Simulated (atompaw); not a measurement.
# Before and after: PAW (atompaw) potential for europium (Eu)

```json
{"Element": "Eu (Z = 63)", "Generator": "atompaw 4.2.0.5", "Type": "PAW", "Functional": "PBE", "Relativity": "scalar-relativistic", "Frozen core": "[Kr] 4d10 5s2", "Valence charge": "15", "Reference configuration": "4f7 5p6 5d0 6s0 6p0 (charge +2)", "Partial waves": "6s (bound, empty): rc 3.00 bohr; 6s channel at -0.3 Ry: rc 2.85 bohr; 5p (bound): rc 2.40 bohr; 6p (bound, empty): rc 3.00 bohr; 5d (bound, empty): rc 3.00 bohr; 5d channel at 2.05 Ry: rc 3.00 bohr; 4f (bound): rc 1.25 bohr; 4f channel at 2.55 Ry: rc 1.25 bohr", "Local potential": "ultrasoft scheme with l = 4 at 0 Ry, radius 2.50 bohr", "Core correction": "smooth core density matched at 2.15 bohr", "Augmentation charge": "besselshape compensation charge, radius 2.15 bohr; PAW radius 3.00 bohr; waves and projectors: custom rrkj gramschmidtortho"}
```

All-electron outer shells of the reference configuration (PBE, scalar-relativistic, ld1.x):

```json
{"shell": "4d", "level (eV)": "-148.25", "outermost node (bohr)": "0.27", "outermost maximum (bohr)": "0.57"}
{"shell": "5s", "level (eV)": "-58.23", "outermost node (bohr)": "0.67", "outermost maximum (bohr)": "1.23"}
{"shell": "5p", "level (eV)": "-37.27", "outermost node (bohr)": "0.72", "outermost maximum (bohr)": "1.41"}
{"shell": "4f", "level (eV)": "-16.15", "outermost node (bohr)": "–", "outermost maximum (bohr)": "0.60"}
{"shell": "6s", "level (eV)": "-13.97", "outermost node (bohr)": "1.64", "outermost maximum (bohr)": "3.18"}
{"shell": "5d", "level (eV)": "-13.62", "outermost node (bohr)": "0.81", "outermost maximum (bohr)": "2.00"}
{"shell": "6p", "level (eV)": "-9.89", "outermost node (bohr)": "1.95", "outermost maximum (bohr)": "3.88"}
```

Change: all radii scaled by about 1.27 (s 3.80, p 3.04, d 3.80, f 1.58 bohr); local potential ultrasoft scheme with l = 4 at 0 Ry, radius 3.18 bohr; augmentation besselshape compensation charge, radius 2.72 bohr; PAW radius 3.80 bohr; waves and projectors: custom rrkj gramschmidtortho; core correction smooth core density matched at 2.72 bohr.

Cutoffs: the cutoffs (Ry, on a coarse ladder) from which the occupation-weighted sum of valence levels, in a spherical-Bessel basis at the reference potential, stays within 10 and 1 mRy of its value at 400 Ry; they do not see the model core or the augmentation charge, which bear on the density cutoff.

Task: What does the change do?

Result: The potential gets softer (110 Ry and 200 Ry → 55 Ry and 90 Ry); the bound ghost in p, s disappears. A larger radius leaves more room for a smooth pseudo-wave, so fewer plane waves are needed.

```csv
quantity,base,changed
"cutoff, loose",110 Ry,55 Ry
"cutoff, tight",200 Ry,90 Ry
loose cutoff by channel (10 mRy a level),"p 12 Ry, f 80 Ry","p 8 Ry, f 45 Ry"
bound ghosts,"s, p",none
lowest overlap eigenvalue by channel,"s 0.79, p 0.55, d 0.80, f 0.31","s 0.53, p 0.60, d 0.76, f 0.96"
```

 A true bound ghost makes a file unfit for plane-wave use even where its test errors are small: the radial tests pick states by their node count and pass the ghost by. The cutoffs see the waves, projectors and local potential, not the compensation charge or the core.
